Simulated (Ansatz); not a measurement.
C$_{2}$H$_{7}$Al, charge +1, doublet, geometry from GFN2-xTB (such geometries of metal compounds can be far from the true shape) (a state made from the parent by changing its charge; the spin is typed, not shown lowest); CASSCF(3,3)/6-31G in Ansatz (a program for electronic structure).

Here is a job for Ansatz.
Ansatz 0.2 input:
```yaml
crystal:
  periodic: [false, false, false]
  atoms:
    - {symbol: Al, position_ang: [0.21575047, -0.05862348, -0.17407512]}
    - {symbol: C, position_ang: [-0.49161172, -1.82231513, 0.46356563]}
    - {symbol: H, position_ang: [0.09549900, -2.58190878, -0.08029237]}
    - {symbol: H, position_ang: [-1.55725460, -1.94694235, 0.23204367]}
    - {symbol: H, position_ang: [-0.34276085, -1.95056701, 1.54359434]}
    - {symbol: C, position_ang: [0.06202878, 1.93904093, -0.11696290]}
    - {symbol: H, position_ang: [0.90383755, 2.31037016, -0.72600775]}
    - {symbol: H, position_ang: [0.14788031, 2.32989596, 0.90508943]}
    - {symbol: H, position_ang: [-0.88424821, 2.28396855, -0.55359996]}
    - {symbol: H, position_ang: [1.40978830, -0.38306611, -1.13746713]}
basis:
  gaussian:
    orbitals: 6-31G
hamiltonian:
  xc: hf
total_charge: 1
correlation: {active_space: {window: {electrons: 3, orbitals: 3}}}
magnetization: {spin_polarized: false, initial_magnetization: 1}
```

It wrote (shortened):

```
Functional definition: HF
616 factors; integrals over basis functions are off by at most 2.0e-4 eV
mean field evaluation 1: about -8739.1140 eV, gradient 3.7e1 eV
mean field evaluation 2: about -8739.1113 eV, gradient 3.7e1 eV
mean field evaluation 4: about -8743.0375 eV, gradient 2.8e0 eV
mean field evaluation 8: about -8743.2215 eV, gradient 2.7e-1 eV
mean field evaluation 16: about -8742.8013 eV, gradient 2.8e-2 eV
mean field evaluation 32: about -8743.0498 eV, gradient 4.3e0 eV
mean field -8743.22423446 eV, -321.3075642460 hartree, gradient 1.8e-6 eV, S^2 0.750000; 5 other end points of the search recorded, 0 dependent functions left out
reference -8743.22423446 eV, -321.3075642460 hartree; 16, 15 occupied and 29, 30 virtual orbitals, 616 factors
state -8743.79049646 eV, -321.3283739910 hartree
the orbitals are reached from a further start. From the first start the search ends at -8743.69239968 eV, -321.3247690008 hartree
Total energy: -8743.79049646 eV, -321.3283739910 hartree
```
